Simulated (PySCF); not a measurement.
Ligands exchanged one at a time, Al Br-SiH3. Isolated molecules, 0 K electronic values unless said otherwise. Strings in code marks are SMILES.

The S1 excitation (TDA) from two functionals at the same geometries (B3LYP-D3(BJ)/def2-TZVP), both in PySCF: PBE-D3(BJ)/def2-TZVP and B3LYP-D3(BJ)/def2-TZVP. B3LYP has the VWN-RPA correlation part, as in Gaussian. Excitations are Tamm–Dancoff values on a coarser integration grid. The basis has no diffuse functions, so Rydberg states are missing or too high.

```csv
species,PBE-D3(BJ)/def2-TZVP (eV),B3LYP-D3(BJ)/def2-TZVP (eV)
0 of 3 Br replaced by SiH3 (`[Br][Al]([Br])[Br]`),5.04,5.49
1 of 3 Br replaced by SiH3 (`[SiH3][Al]([Br])[Br]`),4.51,4.84
2 of 3 Br replaced by SiH3 (`[SiH3][Al]([SiH3])[Br]`),3.35,3.60
3 of 3 Br replaced by SiH3,3.12,3.35
```

Over these rows, drawn at random from the members with no instability flagged (it was tested for open shells, ions and some series alone), PBE minus B3LYP-D3(BJ): mean -0.31 eV, from -0.45 eV to -0.23 eV.
